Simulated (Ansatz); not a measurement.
# Molecular dynamics of F3H4NZr

Input:

```yaml
crystal:
  periodic: [false, false, false]
  atoms:
    - { symbol: Zr, position_ang: [-0.297184, -0.071331, 0.071896] }
    - { symbol: "N", position_ang: [-0.126034, -0.072917, 2.265158] }
    - { symbol: H, position_ang: [-0.292679, -0.897546, 2.855731] }
    - { symbol: H, position_ang: [0.503548, 0.57155, 2.761734] }
    - { symbol: F, position_ang: [1.61265, 0.030846, -0.140979] }
    - { symbol: F, position_ang: [-0.706204, 1.500226, -0.940522] }
    - { symbol: F, position_ang: [-0.862237, -1.741295, -0.665865] }
    - { symbol: H, position_ang: [-2.074938, 0.376231, 1.105725] }
    - { symbol: H, position_ang: [-1.353421, 0.315737, 1.86202] }
basis:
  gaussian: { orbitals: def2-SVP }
hamiltonian:
  xc: pbe
md:
  timestep: 0.5
  n_steps: 200
  ensemble: nve
  temperature: 100.0
  initial_velocities: maxwell_boltzmann
  seed: 8872
```

Command:

```bash
$ ansatz run input.yaml --threads 2 --pin off --max-ram 3072MiB --backend cpu --events-out ev --progress --plain --runs-dir out
```

It starts at the highest image of a converged band, a first-order saddle point between two minima.

Output, in part (one step line in 7, the closing report, with atoms numbered from 0):

```
md step     0: t =     0.00 fs  T =   100.0 K  F+E_penalty+E_count = -10976.02300040 eV  E_kin = 0.090482 eV  conserved = -10975.93251840 eV  (29 SCF iters)
md step     7: t =     3.50 fs  T =    63.3 K  F+E_penalty+E_count = -10975.98909579 eV  E_kin = 0.057246 eV  conserved = -10975.93184965 eV  (32 SCF iters)
md step    14: t =     7.00 fs  T =    81.3 K  F+E_penalty+E_count = -10976.00514864 eV  E_kin = 0.073519 eV  conserved = -10975.93162956 eV  (32 SCF iters)
md step    21: t =    10.50 fs  T =   179.2 K  F+E_penalty+E_count = -10976.09437694 eV  E_kin = 0.162179 eV  conserved = -10975.93219746 eV  (31 SCF iters)
md step    28: t =    14.00 fs  T =   302.1 K  F+E_penalty+E_count = -10976.20553359 eV  E_kin = 0.273316 eV  conserved = -10975.93221749 eV  (30 SCF iters)
md step    35: t =    17.50 fs  T =   461.3 K  F+E_penalty+E_count = -10976.34919757 eV  E_kin = 0.417423 eV  conserved = -10975.93177473 eV  (30 SCF iters)
md step    42: t =    21.00 fs  T =   631.5 K  F+E_penalty+E_count = -10976.50340942 eV  E_kin = 0.571435 eV  conserved = -10975.93197484 eV  (31 SCF iters)
md step    49: t =    24.50 fs  T =   756.4 K  F+E_penalty+E_count = -10976.61695147 eV  E_kin = 0.684393 eV  conserved = -10975.93255890 eV  (30 SCF iters)
md step    56: t =    28.00 fs  T =   776.6 K  F+E_penalty+E_count = -10976.63493358 eV  E_kin = 0.702666 eV  conserved = -10975.93226752 eV  (30 SCF iters)
md step    63: t =    31.50 fs  T =   731.2 K  F+E_penalty+E_count = -10976.59341070 eV  E_kin = 0.661644 eV  conserved = -10975.93176623 eV  (30 SCF iters)
md step    70: t =    35.00 fs  T =   699.1 K  F+E_penalty+E_count = -10976.56475458 eV  E_kin = 0.632541 eV  conserved = -10975.93221316 eV  (30 SCF iters)
md step    77: t =    38.50 fs  T =   673.9 K  F+E_penalty+E_count = -10976.54212741 eV  E_kin = 0.609728 eV  conserved = -10975.93239933 eV  (30 SCF iters)
md step    84: t =    42.00 fs  T =   670.6 K  F+E_penalty+E_count = -10976.53857163 eV  E_kin = 0.606758 eV  conserved = -10975.93181390 eV  (30 SCF iters)
md step    91: t =    45.50 fs  T =   734.5 K  F+E_penalty+E_count = -10976.59632965 eV  E_kin = 0.664599 eV  conserved = -10975.93173027 eV  (30 SCF iters)
md step    98: t =    49.00 fs  T =   821.5 K  F+E_penalty+E_count = -10976.67556027 eV  E_kin = 0.743280 eV  conserved = -10975.93228024 eV  (30 SCF iters)
md step   105: t =    52.50 fs  T =   851.1 K  F+E_penalty+E_count = -10976.70234778 eV  E_kin = 0.770061 eV  conserved = -10975.93228719 eV  (29 SCF iters)
md step   112: t =    56.00 fs  T =   820.7 K  F+E_penalty+E_count = -10976.67442419 eV  E_kin = 0.742616 eV  conserved = -10975.93180769 eV  (29 SCF iters)
md step   119: t =    59.50 fs  T =   798.0 K  F+E_penalty+E_count = -10976.65395549 eV  E_kin = 0.722036 eV  conserved = -10975.93191908 eV  (30 SCF iters)
md step   126: t =    63.00 fs  T =   797.8 K  F+E_penalty+E_count = -10976.65426645 eV  E_kin = 0.721908 eV  conserved = -10975.93235872 eV  (29 SCF iters)
md step   133: t =    66.50 fs  T =   795.7 K  F+E_penalty+E_count = -10976.65209160 eV  E_kin = 0.719973 eV  conserved = -10975.93211884 eV  (30 SCF iters)
md step   140: t =    70.00 fs  T =   812.6 K  F+E_penalty+E_count = -10976.66702871 eV  E_kin = 0.735228 eV  conserved = -10975.93180037 eV  (28 SCF iters)
md step   147: t =    73.50 fs  T =   874.0 K  F+E_penalty+E_count = -10976.72297702 eV  E_kin = 0.790781 eV  conserved = -10975.93219632 eV  (30 SCF iters)
md step   154: t =    77.00 fs  T =   912.1 K  F+E_penalty+E_count = -10976.75766071 eV  E_kin = 0.825326 eV  conserved = -10975.93233487 eV  (29 SCF iters)
md step   161: t =    80.50 fs  T =   893.0 K  F+E_penalty+E_count = -10976.73993119 eV  E_kin = 0.808020 eV  conserved = -10975.93191139 eV  (29 SCF iters)
md step   168: t =    84.00 fs  T =   858.8 K  F+E_penalty+E_count = -10976.70899963 eV  E_kin = 0.777053 eV  conserved = -10975.93194679 eV  (29 SCF iters)
md step   175: t =    87.50 fs  T =   806.3 K  F+E_penalty+E_count = -10976.66182735 eV  E_kin = 0.729542 eV  conserved = -10975.93228545 eV  (31 SCF iters)
md step   182: t =    91.00 fs  T =   742.1 K  F+E_penalty+E_count = -10976.60351288 eV  E_kin = 0.671450 eV  conserved = -10975.93206242 eV  (31 SCF iters)
md step   189: t =    94.50 fs  T =   710.4 K  F+E_penalty+E_count = -10976.57446047 eV  E_kin = 0.642751 eV  conserved = -10975.93170960 eV  (29 SCF iters)
md step   196: t =    98.00 fs  T =   735.4 K  F+E_penalty+E_count = -10976.59744582 eV  E_kin = 0.665386 eV  conserved = -10975.93205970 eV  (31 SCF iters)
md step   200: t =   100.00 fs  T =   736.7 K  F+E_penalty+E_count = -10976.59847480 eV  E_kin = 0.666582 eV  conserved = -10975.93189296 eV  (28 SCF iters)
Total energy: -10976.59856109 eV, -403.3825569143 hartree
Atom 0 at    -0.055310    -0.100854     0.093162 Å, force    -0.122182     0.035858    -0.927177 eV/Å
Atom 1 at    -0.353910     0.064340     2.044050 Å, force    -0.250954     0.084170     1.980836 eV/Å
Atom 2 at    -0.930496    -0.699346     2.469454 Å, force     0.397281     0.509965    -0.093692 eV/Å
Atom 3 at    -0.277752     0.845165     2.747287 Å, force    -0.002433    -0.841515    -0.735171 eV/Å
Atom 4 at     1.759858    -0.121065    -0.604275 Å, force    -0.147917     0.083922     0.228161 eV/Å
Atom 5 at    -0.977601     1.493196    -0.402320 Å, force     0.076641     0.285800    -0.432782 eV/Å
Atom 6 at    -1.102043    -1.616638    -0.427309 Å, force     0.048155    -0.158006    -0.020573 eV/Å
Atom 7 at    -6.711092     0.609063    -0.924564 Å, force     0.121587    -0.109533    -0.120957 eV/Å
Atom 8 at    -7.160312     1.021697    -0.467051 Å, force    -0.120179     0.109339     0.121355 eV/Å
Dipole moment:    -0.054929    -0.033268     0.538405 e Å
```

The run went to its last step. The conserved energy stayed within 0.11 meV per atom of its start (net change 0.069 meV per atom), so the integration is sound. The kinetic energy rose, since the run started high on the potential surface and went downhill. It ends in pieces (F3H2NZr + H2), so much of that is their flight and rotation, not heat. A run of 0.1 ps of so small a system gives no equilibrium averages. The orbitals stay closed-shell, which can raise the energy where a bond breaks towards radicals; this wasn't checked here.

Between its relaxed ends the band would form Zr1–H8, N2–H9 and break H8–H9. These pairs go: Zr1–H8 2.10 → 6.77 Å, N2–H9 1.35 → 7.32 Å, H8–H9 1.05 → 0.76 Å. In the last frame they stand as before the step (other bonds may differ from the relaxed reactants and products). Also parted: Zr1–H9 2.11 → 7.21 Å. It ends as F3H2NZr + H2. Pairs count as bonded within 1.25 times the sum of covalent radii (0.12 Å more for H–H).

Last frame:

```xyz
9
Properties=species:S:1:pos:R:3
Zr -0.055 -0.101 0.093
N -0.354 0.064 2.044
H -0.930 -0.699 2.470
H -0.278 0.845 2.747
F 1.760 -0.121 -0.604
F -0.978 1.493 -0.402
F -1.102 -1.617 -0.427
H -6.711 0.609 -0.925
H -7.160 1.022 -0.467
```

The run took 7.5 min on 2 threads of Arm Neoverse V1, on a shared host, peak memory 0.15 GiB.
